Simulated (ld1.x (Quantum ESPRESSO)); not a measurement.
The numbers below are computed, except where a source is named.
## Potentials for aluminium compared

Generated with ld1.x 7.5 (TM, RRKJ, ultrasoft, PAW), atompaw 4.2 or ONCVPSP 4.0.1. The cutoff is in Ry: for ld1.x and atompaw files where the sum of valence levels is converged to 10 mRy in a Bessel basis, for ONCV files where the hardest occupied wave has 1 mHa per electron of residual kinetic energy. The error is the largest all-electron minus pseudo excitation energy over each file’s own four to seven test configurations (ionisations up to +4, promotions, holes and added fractions of an electron), all of which were solved. The labels leave out finer settings (local radius, basis sizes, second energies), which also bear on the numbers. Spin-polarised tests are not counted. The rows are a selection from randomly drawn settings: files with unsolved tests, undetermined cutoffs or missed reference levels are left out.

| potential | cutoff (Ry) | largest error (meV) | bound ghosts |
| --- | --- | --- | --- |
| TM, BLYP, scalar-relativistic, rc 1.70/2.90 (sp), local s, core correction no, reference 3s1.5 3p1.5 | 10 | +85 | none |
| RRKJ, PW91, scalar-relativistic, rc 2.00/1.90 (sp), local s, core correction no, reference 3s2 3p1 | 10 | +28 | none |
| RRKJ, BLYP, scalar-relativistic, rc 1.90/2.15 (sp), local s, core correction yes, reference 3s1.5 3p1.5 | 10 | +15 | none |
| TM, PBE, scalar-relativistic, rc 2.10/2.20 (sp), local smoothed, core correction no, reference 3s2 3p1 | 10 | +30 | none |
| ultrasoft, revPBE, non-relativistic, rc 2.10/2.00/2.10 (spd), local smoothed, core correction no, reference 3s1.75 3p1.25 | 6 | -38 | none |
| ultrasoft, PBE, non-relativistic, rc 1.80/2.75/2.30 (spd), local smoothed, core correction yes, reference 3s2 3p0 | 8 | +4.3 | none |
| ultrasoft, PBEsol, scalar-relativistic, rc 1.90/3.10/2.30 (spd), local smoothed, core correction yes, reference 3s2 3p0.5 | 8 | -7.1 | none |
| TM, PBE, scalar-relativistic, rc 2.35/1.80/1.95 (spd), local smoothed, core correction no, reference 3s1.5 3p1.5 | 10 | +18 | none |

Question: Fill in the row for Al: TM, PBEsol, scalar-relativistic, rc 1.65/2.45/2.60 (spd), local s, core correction yes, reference 3s2 3p1.

Answer: cutoff 10 Ry, largest error +11 meV, bound ghosts: none.
